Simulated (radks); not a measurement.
Excited configurations of the lutetium ion Lu+: one electron is placed in a higher orbital outside [Xe] 4f14 6s1. The ground configuration is [Xe] 4f14 6s2. All-electron calculation, scalar-relativistic Kohn-Sham, r2SCAN, spin-polarised, spherical densities, finite nucleus; open shells are filled with parallel spins first (spin-orbit coupling, left out, can overturn this in heavy ions); meta-GGA in the generalised Kohn-Sham scheme; Fermi nuclear charge, rms radius 5.37 fm. Program: a radial shooting solver on a logarithmic mesh with Libxc functionals. Excitation = E - E(ground); binding = E(ion) - E, where the ion is the core of charge +2; n* = 2/sqrt(2 binding) in atomic units, and the quantum defect is n - n*.

outer orbital  excitation (eV)  binding (eV)     n*  eigenvalue (eV)  <r> (bohr)
5f                      10.179         3.515  3.935           -2.478       8.329
6p                       3.535        10.160  2.314           -7.795       4.031
6d                       8.726         4.968  3.310           -3.725       6.865
6f                      11.356         2.339  4.824           -1.786       14.60
7s                       7.633         6.061  2.996           -4.933       7.004
7p                       8.914         4.780  3.374           -3.829       8.523
7d                      10.736         2.959  4.289           -2.320       12.65
7f                      12.047         1.647  5.748           -1.296       22.44

The Delta-SCF ionisation energy is 13.694 eV (NIST Atomic Spectra Database: 14.13 eV, semi-empirical). Self-interaction in the functional shifts the binding energies and quantum defects, so they are the method's values and not measured ones.
